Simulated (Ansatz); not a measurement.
Cl$_{2}$FGeH$_{3}$Si (`F[Si](Cl)(Cl)[GeH3]`), relaxed with RKS PBE-D4/def2-SVP in the Gaussian-basis code of Ansatz from a rough embedded geometry. The force threshold is 0.03 eV/Å; the program also tests the step.

Total charge 0; spin multiplicity 1.

Start:

```xyz
8

F    -2.271   -0.024   -0.627
Si   -0.655    0.332   -0.834
Cl   -0.027   -0.647   -2.538
Cl   -0.332    2.366   -1.114
Ge    0.600   -0.368    0.973
H     0.413   -1.915    1.177
H     0.138    0.342    2.242
H     2.132   -0.086    0.720
```

| step | energy (eV) | largest force (eV/Å) | largest move (Å) |
| --- | --- | --- | --- |
| 1 | -92166.2474 | 0.932 | 0.000 |
| 2 | -92166.3199 | 0.678 | 0.106 |
| 3 | -92166.3318 | 0.391 | 0.026 |
| 4 | -92166.3362 | 0.022 | 0.016 |

End:

```xyz
8

F    -2.229    0.049   -0.651
Si   -0.635    0.334   -0.862
Cl   -0.055   -0.658   -2.583
Cl   -0.407    2.370   -1.149
Ge    0.623   -0.408    1.015
H     0.440   -1.935    1.197
H     0.150    0.336    2.287
H     2.113   -0.089    0.746
```

Hardware: 4 threads of a server CPU on a shared host. Wall time 6.5 s, peak host memory 0.2 GiB.
